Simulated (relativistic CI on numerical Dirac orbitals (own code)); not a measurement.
Line list: Forbidden lines, Pd19+

Method of calculation: Dirac-Coulomb-Breit CI, separate exchange-only KLI orbitals for each configuration, QED by a radiative potential, unscaled Slater integrals (own radial code, finite nucleus).

Configuration list (outside the closed core [Ne]): 3s2.3p6.3d9, 3s2.3p5.3d10, 3s.3p6.3d10, 3s2.3p6.3d8.4s, 3s2.3p6.3d8.4p, 3s2.3p6.3d8.4d, 3s2.3p6.3d8.4f, 3s2.3p6.3d7.4s2, 3s2.3p5.3d9.4s, 3s2.3p4.3d10.4s, 3s2.3p6.3d7.4s.4p, 3s2.3p4.3d10.4p, 3s2.3p6.3d8.5s, 3s2.3p5.3d9.4p, 3s2.3p6.3d7.4p2, 3s2.3p6.3d8.5p, 3s2.3p6.3d7.4s.4d, 3s2.3p4.3d10.4d, 3s2.3p6.3d8.5d, 3s.3p5.3d10.4s, 3s2.3p6.3d7.4p.4d, 3s2.3p5.3d9.4d, 3s2.3p6.3d8.5f, 3s.3p6.3d9.4s, 3s2.3p5.3d8.4s2, 3s2.3p6.3d8.5g, 3s.3p5.3d10.4p, 3s2.3p6.3d7.4d2, 3s2.3p6.3d8.6s, 3s2.3p5.3d8.4s.4p, 3s2.3p6.3d8.6p, 3s.3p6.3d9.4p, 3s2.3p5.3d9.4f, 3s2.3p6.3d8.6d, 3s.3p5.3d10.4d, 3p6.3d10.4s. Levels of other configurations are missing.

```tsv
λ vac (nm)	Lower	Upper	Type	A (s⁻¹)	gf	Branching (%)
3.4955	3s2.3p6.3d9 2D_5/2 [1]	3s2.3p6.3d8.4s 2D_3/2 [20]	E2	1.86e+07	1.36e-05	11.4
3.4993	3s2.3p6.3d9 2D_5/2 [1]	3s2.3p6.3d8.4s 2D_5/2 [19]	E2	4.72e+06	5.20e-06	5.7
3.5032	3s2.3p6.3d9 2D_5/2 [1]	3s2.3p6.3d8.4s 2G_9/2 [17]	E2	5.24e+07	9.64e-05	100.0
3.5083	3s2.3p6.3d9 2D_5/2 [1]	3s2.3p6.3d8.4s 2P_1/2 [16]	E2	7.12e+07	2.63e-05	13.4
3.5237	3s2.3p6.3d9 2D_5/2 [1]	3s2.3p6.3d8.4s 4P_3/2 [15]	E2	3.21e+07	2.39e-05	50.0
3.5486	3s2.3p6.3d9 2D_5/2 [1]	3s2.3p6.3d8.4s 4F_3/2 [13]	E2	4.24e+07	3.20e-05	45.4
3.5502	3s2.3p6.3d9 2D_5/2 [1]	3s2.3p6.3d8.4s 4P_5/2 [12]	E2	1.46e+07	1.65e-05	25.2
3.5519	3s2.3p6.3d9 2D_3/2 [2]	3s2.3p6.3d8.4s 2D_3/2 [20]	E2	6.96e+07	5.27e-05	42.7
3.5559	3s2.3p6.3d9 2D_3/2 [2]	3s2.3p6.3d8.4s 2D_5/2 [19]	E2	4.78e+07	5.44e-05	58.3
3.5593	3s2.3p6.3d9 2D_3/2 [2]	3s2.3p6.3d8.4s 2G_7/2 [18]	E2	5.49e+07	8.34e-05	99.8
3.5652	3s2.3p6.3d9 2D_3/2 [2]	3s2.3p6.3d8.4s 2P_1/2 [16]	E2	7.61e+07	2.90e-05	14.3
3.5876	3s2.3p6.3d9 2D_5/2 [1]	3s2.3p6.3d8.4s 2F_5/2 [11]	E2	3.01e+07	3.48e-05	43.8
3.5908	3s2.3p6.3d9 2D_5/2 [1]	3s2.3p6.3d8.4s 4F_7/2 [10]	E2	6.04e+07	9.34e-05	93.1
3.6002	3s2.3p6.3d9 2D_5/2 [1]	3s2.3p6.3d8.4s 2D_3/2 [9]	E2	3.22e+07	2.50e-05	39.6
3.6022	3s2.3p6.3d9 2D_5/2 [1]	3s2.3p6.3d8.4s 4F_5/2 [8]	E2	1.78e+07	2.08e-05	41.9
3.6069	3s2.3p6.3d9 2D_3/2 [2]	3s2.3p6.3d8.4s 4F_3/2 [13]	E2	4.88e+06	3.81e-06	5.2
3.6084	3s2.3p6.3d9 2D_3/2 [2]	3s2.3p6.3d8.4s 4P_5/2 [12]	E2	4.32e+07	5.06e-05	74.7
3.6374	3s2.3p6.3d9 2D_5/2 [1]	3s2.3p6.3d8.4s 2F_7/2 [7]	E2	7.22e+07	1.15e-04	96.9
3.6471	3s2.3p6.3d9 2D_3/2 [2]	3s2.3p6.3d8.4s 2F_5/2 [11]	E2	3.19e+07	3.82e-05	46.5
3.6505	3s2.3p6.3d9 2D_3/2 [2]	3s2.3p6.3d8.4s 4F_7/2 [10]	E2	4.50e+06	7.19e-06	6.9
```

Terms are leading LS components. Brackets give the number of a level in order of energy, since labels repeat. The list gives strong lines, with weight on those to low levels, among the lowest 400 of 4050 levels, so that lines to higher ones, which can be the strongest, are missing. Levels whose partners in the same complex of configurations lie outside the list can be far off, and so can their lines. Rates are taken at the computed energies, electric ones in the length gauge.

At this charge energies of transitions that change n are usually good to better than 1 %, and those within a shell (Δn = 0) to a few per cent.

LS names give the leading component of a level, which can be under half, so a name can repeat, a term be missing and a line seem to break the LS rules.
